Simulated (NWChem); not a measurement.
A series in which one site is exchanged, each optimised at PBE0/def2-SVP with NWChem, gas phase unless a solvent is named. All stand in one matching conformer (torsions within 35°), which need not be the lowest. For some, no frequency run checked for a minimum. def2 effective core potentials on In; no spin-orbit coupling.

A: [NH2][Ga]([F])[Cl] (GaNH2ClF; site = Ga)
B: FB(N)Cl (BNH$_{2}$ClF; site = B)
C: [F][In]([NH2])[Cl] (InNH2ClF; site = In)
D: [NH2][Al]([F])[Cl] (AlNH2ClF; site = Al)

Values for A:

dipole (D), PBE0/def2-SVP: 3.11
static polarisability, PBE/def2-SVPD (bohr³): 51.0
lowest singlet excitation, PBE/def2-SVPD, TDA (eV): 4.78

Task: How do these values change for the other members?

Result: 
| change from A | B | C | D |
|---|---|---|---|
| dipole (D), PBE0/def2-SVP | -0.15 | +0.40 | -0.39 |
| static polarisability, PBE/def2-SVPD (bohr³) | -12.1 | +9.4 | -3.4 |
| lowest singlet excitation, PBE/def2-SVPD, TDA (eV) | +1.96 | -0.77 | +0.34 |
